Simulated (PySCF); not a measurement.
All values below come from TPSSh-D3(BJ)/def2-TZVP // PBE-D3(BJ)/def2-SVP run with PySCF 2.14.0. Gas-phase values, no solvent. One relaxed conformer stands for a flexible species; it need not be the lowest. 

Reference species: [Zn(NH2)2] (neutral, multiplicity 1).

```json
{
 "HOMO": "-6.09 eV",
 "mean_distance_from_the_central_atom_to_its_bonded_neighbours": "1.830 Å",
 "HOMO–LUMO gap": "5.35 eV",
 "charge on the central atom (Mulliken)": "0.43 e"
}
```

Changed species: [Zn(NH2)(Br)] (1 of 2 NH2 replaced by Br; the reference has 0 of 2 NH2 replaced by Br).

Q: Give the shifts of the HOMO, mean distance from the central atom to its bonded neighbours, HOMO–LUMO gap and charge on the central atom (Mulliken).

A: the HOMO falls by 0.64 eV, to -6.73 eV; the mean distance from the central atom to its bonded neighbours rises by 0.210 Å, to 2.040 Å; the HOMO–LUMO gap drops by 0.07 eV, to 5.28 eV; the charge on the central atom (Mulliken) rises by 0.04 e, to 0.47 e.
